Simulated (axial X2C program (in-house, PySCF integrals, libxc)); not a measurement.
**MoP⁺: properties at the nuclei**

Computed with an axial X2C code built on PySCF integrals: two-component X2C with atomic mean-field Coulomb and Gaunt terms, Gaussian nuclei, basis Mo dyall-cv3z, P dyall-v3z with contracted cores.

R = 2.098 Å (near the PBE0 minimum at charge 1 of the determinant lowest at the starting distance; the state shown can have its own minimum elsewhere).

Input and command:
```json
{"zs": [42, 15], "q": 1, "bas": ["dyall-cv3z", "dyall-v3z"], "r0": 2.23, "levels": ["PBE0", "HF", "BP86", "PBE50", "BHandHLYP"], "nst": 3}
```
```bash
python soeom.py task.json out
```

Keys: zs atomic numbers; q charge; bas basis sets; r0 starting distance in Å; levels methods; nst determinants followed.

Determinant lowest in the PBE0 search, Ω = 1 (⟨Sz⟩ = 1.00, ⟨Lz⟩ = 0.00 at PBE0), spin on the atoms Mo 1.60, P -0.60:

```csv
level,Eeff magnitude (GV/cm),Ws magnitude Mo (kHz),A∥/gI Mo (MHz),qzz Mo (a.u.),A∥/gI P (MHz),qzz P (a.u.)
PBE0,1.72,0.842,-1270,0.04,26.6,-1.18
HF,3.19,1.52,-1970,-0.37,-62.8,-0.68
BP86,1.1,0.532,-1000,-0.27,3.19,-1.19
PBE50,2.41,1.17,-1510,0.16,30.3,-1.13
BHandHLYP,2.34,1.13,-1420,0.20,16.9,-1.21
```

Determinant 1.10 eV from it at PBE0 and this distance, Ω = 0 (closed shell), highest spinor 99% Mo d:

| level | qzz Mo (a.u.) | qzz P (a.u.) |
| --- | --- | --- |
| PBE0 | 0.13 | -1.43 |
| HF | 1.12 | -2.12 |
| BP86 | -0.40 | -1.29 |
| PBE50 | 0.61 | -1.62 |
| BHandHLYP | 0.53 | -1.66 |

Eeff is the effective electric field on the electron electric dipole moment in this Ω state and Ws the scalar–pseudoscalar constant of the nucleus named (defined with the proton number Z and per Ω); A∥ (defined per Ω) follows by multiplying with gI = μI/(I μN); qzz is the electric field gradient, eQq0 = 234.96 MHz × Q/barn × qzz. The operators were transformed with the bare-nucleus X2C matrices; with these basis sets, hyperfine constants and field gradients can be off by tens of per cent, and where levels differ in sign neither size nor sign is settled.

**Question.** With gI(95Mo) = -0.3657 (g factors from the IAEA table of nuclear moments by Stone), turn the PBE0 values of the first state into constants in MHz.

**Answer.** A∥(95Mo) = -1270 × -0.3657 = 464 MHz.

Each state is one determinant with collinear spin, which with several unpaired electrons need not be a pure state. Unrestricted Hartree–Fock can overshoot spin polarisation at the nuclei. A closed determinant beside an open π² or δ² triplet, such as (π1/2)², mixes with its partner pair into the 0⁺ component of the triplet and ¹Σ⁺, so its energy is not that of a level, and 0⁺ can lie lowest. With several open shells hyperfine constants can be off by a factor of several. Where Eeff spreads by more than a factor of two the levels disagree and none is to be relied on. In the state Ω = 1 the atomic spins oppose each other (1.60, -0.60): a broken-symmetry determinant whose values are not spin-projected. Open-shell Ω = 0 determinants with evenly filled partner blocks cannot be reached by this program, so the Ω shown need not be the lowest component. The search compared states at one distance, so a state with another bond length can lie lower. Further determinants of the search, some of them spin-mixed, are not shown. Where a field gradient or hyperfine factor spreads by more than a factor of two over the levels, a constant derived from it is not to be relied on. PBE0 term energies can be off by some tenths of an eV.
